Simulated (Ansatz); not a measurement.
The same hydrogenolysis along the group B, Al, Ga, In.

Isolated molecules relaxed with PBE0-D4/def2-TZVP in Ansatz; ΔE leaves out vibrations. CBS: MP2 limit from def2 TZ/QZ plus the TZ coupled-cluster correction, frozen cores. This one scheme is used for every species. DFT in def2-TZVPP. Elements past krypton have def2 core potentials. For Ga, In outer-core shells are correlated without core-valence functions, which leaves a few kJ/mol of doubt a bond. Scalar relativity is left out up to krypton. Each species was taken in one conformer, which may not be the lowest.

| reaction | CCSD(T)/CBS(def2) (eV) |
| --- | --- |
| `SB(S)S` + H₂ → `SBS` + H₂S | 0.35 |
| `[SH][Al]([SH])[SH]` + H₂ → `[SH][AlH][SH]` + H₂S | ? |
| `[SH][Ga]([SH])[SH]` + H₂ → `[SH][GaH][SH]` + H₂S | 0.72 |
| `[SH][In]([SH])[SH]` + H₂ → `[SH][InH][SH]` + H₂S | 0.73 |

(1) Fill in the missing values. (Best estimate.)

Largest T1 diagnostic: 0.014, for `SBS`.

## Answers

(1) Computed: `[SH][Al]([SH])[SH]` + H₂ → `[SH][AlH][SH]` + H₂S: +0.95 eV.
